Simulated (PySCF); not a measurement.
Broadened absorption spectrum of C5H9NO

Compound: C5H9NO.
SMILES: `C/C=C(\C)C(N)=O`

The calculation used TDDFT CAM-B3LYP/def2-SVPD, vertical, gas phase, core orbitals frozen in the response in PySCF 2.14.0, density-fitted response routines. One conformer (not necessarily the lowest) at the GFN2-xTB geometry, without solvent, vibrations or thermal averaging. Torsions of this conformer, `[CH3:1]/[CH:2]=[C:3](\[CH3:4])[C:5]([NH2:6])=[O:7]`: C2–C3–C5–N6 -35°, H–N6–C5–C3 -179°, H–N6–C5–C3 -8°.

Computed states:

| state | E (eV) | f |
| --- | --- | --- |
| S1 | 5.14 | 0.0048 |
| S2 | 6.20 | 0.261 |
| S3 | 6.59 | 0.128 |
| S4 | 6.86 | 0.0016 |
| S5 | 7.23 | 0.018 |
| S6 | 7.43 | 0.022 |
| S7 | 7.64 | 0.0051 |
| S8 | 7.71 | 0.024 |

Each state is given a Gaussian of 0.25 eV full width at half maximum, with ε(max) = 2.175×10⁸ f / Δν̃ (Δν̃ the width in cm⁻¹). The width is an assumption, not a result. The curve ends short of the highest state used, and states not computed would add to its high-energy end.

(1) What does the envelope look like, and where are its maxima?

(2) Coming from long wavelengths, where does ε first pass 100 L mol⁻¹ cm⁻¹?

(3) On this curve, what absorbance would a 10⁻³ mol/L sample give at 193 nm over a 1 cm path?

## Answers

(1) 
| E (eV) | ε (L mol⁻¹ cm⁻¹) |
| --- | --- |
| 4.77 | 1 |
| 4.87 | 20 |
| 4.97 | 141 |
| 5.07 | 415 |
| 5.17 | 503 |
| 5.28 | 222 |
| 5.38 | 42 |
| 5.48 | 3 |
| 5.58 | 0 |
| 5.69 | 0 |
| 5.79 | 17 |
| 5.89 | 410 |
| 5.99 | 4077 |
| 6.09 | 16683 |
| 6.20 | 28218 |
| 6.30 | 18199 |
| 6.40 | 7245 |
| 6.50 | 9765 |
| 6.60 | 13812 |
| 6.71 | 7721 |
| 6.81 | 1922 |
| 6.91 | 341 |
| 7.01 | 298 |
| 7.11 | 1070 |

Maxima: 241 nm (5.14 eV), ε about 520, made up of S1 (100%); 200 nm (6.20 eV), ε about 28000, made up of S2 (100%); 188 nm (6.59 eV), ε about 14000, made up of S3 (100%) (ε in L mol⁻¹ cm⁻¹; maxima over ε = 5, shares over 10%). At its high-energy end, 7.11 eV, the curve is still rising (ε about 1100, from S5).

(2) At about 250 nm (4.95 eV), 0.19 eV below S1.

(3) 193 nm is 6.424 eV, where ε is about 6800 L mol⁻¹ cm⁻¹, so A = ε c l ≈ 6.8 (Beer–Lambert, with the gas-phase spectrum and the assumed width).

On Arm Neoverse N1, one thread, shared host, this took 80 s of wall time.
